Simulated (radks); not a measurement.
Values are calculated unless marked as measured or tabulated.
Question: The mean radii <r> (bohr) of the occupied orbitals of an atom or ion are listed with their occupations. Level of theory: non-relativistic Kohn-Sham, PBEsol, spin-unpolarised, spherical densities, point nucleus (a radial shooting solver on a logarithmic mesh with Libxc functionals).

| orbital | occ. | <r> |
|---|---|---|
| 1s | 2 | 0.09151 |
| 2s | 2 | 0.4468 |
| 2p | 6 | 0.4077 |
| 3s | 2 | 1.496 |
| 3p | 4 | 1.706 |

Name the element and its charge.

Answer: Z = 17, chlorine, charge +1: Cl+ in [Ne] 3s2 3p4. The 1s radius gives Z: for a bare nucleus <r> = 1.5/Z, 0.08824 bohr for Z = 17, and screening makes it slightly larger (0.09151 here). The occupations add up to 16, and the charge is Z minus that.
